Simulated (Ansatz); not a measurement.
Reaction (redistribution): `OB(F)[SiH2]S` + `ClC[SiH2]Br` → `S[SiH2]CCl` + `OB(F)[SiH2]Br`

Gas-phase electronic energies from Ansatz, PBE0-D4/def2-TZVP geometries. CCSD(T)/CBS is the MP2 limit (def2-TZVPP, def2-QZVPP) plus CCSD(T) − MP2 in def2-TZVPP, frozen cores. For Br outer-core shells are correlated without core-valence functions, which leaves a few kJ/mol of doubt a bond. Scalar relativity is left out up to krypton. Each species was taken in one conformer, which may not be the lowest.

`OB(F)[SiH2]S`:

Cartesian coordinates in Å:
```
O -0.355 -0.143 -1.728
B -0.675 0.543 -0.614
F -1.604 1.500 -0.685
Si 0.278 0.140 1.135
S 1.223 -1.779 1.017
H -0.849 0.133 -2.510
H 1.255 1.227 1.422
H -0.671 0.085 2.276
H 1.398 -1.705 -0.313
```

`ClC[SiH2]Br`:

```xyz
8

Cl    0.964    1.864   -0.775
C    -0.236    0.549   -0.790
Si    0.131   -0.703    0.559
Br   -0.125    0.241    2.545
H    -1.224    0.993   -0.665
H    -0.195    0.069   -1.770
H    -0.836   -1.824    0.455
H     1.523   -1.189    0.441
```

`S[SiH2]CCl`:

```xyz
9

S    -1.273   -1.575   -1.145
Si   -0.224   -0.615    0.453
C     0.789    0.839   -0.177
Cl    1.641    1.562    1.217
H    -2.161   -0.580   -1.306
H     0.686   -1.647    0.999
H    -1.163   -0.125    1.490
H     0.168    1.614   -0.626
H     1.537    0.527   -0.905
```

`OB(F)[SiH2]Br`:

Cartesian coordinates in Å:
```
O 0.274 1.846 -0.484
B -0.137 0.992 0.466
F -0.562 1.509 1.612
Si -0.124 -1.026 0.196
Br 0.675 -1.330 -1.880
H 0.568 1.400 -1.287
H 0.777 -1.747 1.129
H -1.472 -1.643 0.248
```

```json
{"species": "`OB(F)[SiH2]S`", "CCSD(T)/CBS(def2) energy (Eh)": "-889.15598"}
{"species": "`ClC[SiH2]Br`", "CCSD(T)/CBS(def2) energy (Eh)": "-3362.68140"}
{"species": "`S[SiH2]CCl`", "CCSD(T)/CBS(def2) energy (Eh)": "-1187.72196"}
{"species": "`OB(F)[SiH2]Br`", "CCSD(T)/CBS(def2) energy (Eh)": "-3064.11870"}
```

Question: Work out ΔE.

Answer: ΔE = (-1187.72196) + (-3064.11870) − (-889.15598) − (-3362.68140) = -0.00328 Eh = -8.6 kJ/mol.

Largest T1 diagnostic among the species: 0.013.
